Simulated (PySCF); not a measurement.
Input of a run (PBE0-D3(BJ)/def2-SVP geometry optimisation, gas phase (PySCF 2.14.0)), started from GFN2-xTB:
```
{"job": {"xc": "PBE0", "basis": "def2-SVP", "d3": "d3bj", "grid": 1, "shake": 0.01, "kind": "geom"}, "charge": 0, "multiplicity": 1}
Si     2.641640    -1.036630    -0.825290
O      1.289400    -0.558400    -0.027930
C      0.359390     0.460630    -0.324760
C     -0.686610     0.468830     0.713270
C     -1.913880    -0.433120     0.532130
C     -2.059900     1.059780     0.376360
H      2.311940    -1.400720    -2.208470
H      3.045540    -2.117460     0.005640
H      3.606880     0.078060    -0.876150
H     -0.045580     0.305170    -1.306990
H      0.890920     1.428310    -0.307220
H     -0.341740     0.605280     1.730880
H     -1.986050    -1.032890    -0.351490
H     -2.350020    -0.889440     1.426640
H     -2.582740     1.600950     1.141760
H     -2.198240     1.459280    -0.610480
```

Output (energies in Eh, forces in Eh/bohr):
```
step   0  E = -522.49112022  max force = 0.046390
step   1  E = -522.49930108  max force = 0.004352
step   2  E = -522.49959277  max force = 0.001959
step   3  E = -522.49973558  max force = 0.001438
step   4  E = -522.49981628  max force = 0.001469
step   5  E = -522.49985549  max force = 0.000810
step   6  E = -522.49987468  max force = 0.001000
step   7  E = -522.49988521  max force = 0.000751
step   8  E = -522.49989044  max force = 0.000366
optimisation converged
```

**Question.** Summarise the run.

**Answer.** The energy falls by 5.5 kcal/mol over 9 energy and gradient evaluations, the largest force component goes from 0.0464 to 3.7e-04 Eh/bohr, and the atoms move by 0.106 Å rms after alignment. The bond that changes most is Si1–H8 (oxygen-bound silicon to Si–H hydrogen), which lengthens by 0.066 Å. Bonds longer at the end by more than 0.005 Å: 10 of 16; shorter: 3. Among the angles that change most is O2–Si1–H8, from 99.9° to 106.7°. The energy never rose by more than 1e-6 Eh on the way. The first step brought 93 % of the lowering.

**Question.** What are the final bond lengths?

**Answer.** Si1–O2 1.663 Å, O2–C3 1.407 Å, C3–C4 1.499 Å, C4–C5 1.498 Å, C5–C6 1.500 Å, C4–C6 1.500 Å, Si1–H7 1.498 Å, Si1–H8 1.488 Å, Si1–H9 1.498 Å, C3–H10 1.109 Å, C3–H11 1.108 Å, C4–H12 1.095 Å, C5–H13 1.094 Å, C5–H14 1.093 Å, C6–H15 1.093 Å, C6–H16 1.094 Å. Numbering counts from 1 in the input's order; the species is `C1CC1CO[SiH3]`.

The run used 138 basis functions and 56 SCF cycles in all.

Not checked by PBE0-D3(BJ)/def2-SVP frequencies. One conformer, not necessarily the lowest.

Conformer computed: `[SiH3:1][O:2][CH2:3][CH:4]1[CH2:5][CH2:6]1`: Si1–O2–C3–C4 -179°, O2–C3–C4–C5 -81°.
